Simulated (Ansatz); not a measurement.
```yaml
crystal:
  periodic: [false, false, false]
  atoms:
    - {symbol: O, position_ang: [-0.431138, 1.574054, 0.996750]}
    - {symbol: Si, position_ang: [0.382535, 0.303258, 0.407637]}
    - {symbol: Cl, position_ang: [2.005327, 0.086430, 1.584576]}
    - {symbol: C, position_ang: [-0.254040, -1.028010, -0.601899]}
    - {symbol: O, position_ang: [0.540715, 0.117648, -1.204689]}
    - {symbol: H, position_ang: [-1.140297, 1.921814, 0.450748]}
    - {symbol: H, position_ang: [-1.273585, -1.053363, -0.980888]}
    - {symbol: H, position_ang: [0.262683, -1.978930, -0.708136]}
basis:
  gaussian: {orbitals: LANL2DZ}
hamiltonian: {xc: {name: wB97M-V}}
accuracy: high
output: {forces: true}
```

```sh
$ ansatz run in.yaml --threads 2 --pin off --events-out ev --progress --plain --max-ram 4352MiB
```

**Question.** How does Ansatz answer? (An estimate is asked.)

**Answer.** Computed: The input was rejected before any iteration.
```
Error: <dir> can't be read: No such file or directory (os error 2)
```
